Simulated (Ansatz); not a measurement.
Total energies of SiBrCl3 from Ansatz at r2SCAN-D4/def2-TZVP, gas phase (1 Eh = 27.2114 eV = 2625.5 kJ/mol). The reference geometry is relaxed at r2SCAN-D4/def2-SVP.

```xyz
5

Si    0.008    0.003    0.024
Br   -0.733   -0.266   -2.030
Cl   -1.569    0.154    1.313
Cl    1.132    1.707    0.135
Cl    1.161   -1.598    0.557
```

| state | geometry | energy (Eh) |
| --- | --- | --- |
| charge 0 singlet | reference | -4244.38598 |
| charge 1 doublet | reference | -4243.98709 |
| free Si atom (triplet) | – | -289.34121 |
| free Br atom (doublet) | – | -2574.09258 |
| free Cl atom (doublet) | – | -460.11688 |

(1) Work out the vertical ionisation energy to the doublet.

(2) What is the binding energy per atom against free atoms?

(1) E(charge 1 doublet) − E(charge 0 singlet) = -4243.98709 − (-4244.38598) = 0.39889 Eh = 10.85 eV. For comparison, −ε of the highest occupied level is 8.12 eV at this level, 2.73 eV less.

(2) Atoms: 1 × (-289.34121) + 1 × (-2574.09258) + 3 × (-460.11688) = -4243.78443 Eh. Binding: -4243.78443 − (-4244.38598) = 0.60155 Eh = 16.37 eV, or 3.27 eV for each of 5 atoms (no zero-point energy, no counterpoise term).

At r2SCAN-D4/def2-TZVP the gap within one spin of the charge 1 doublet nearly closes, so an electron or hole may be smeared out by delocalisation error.
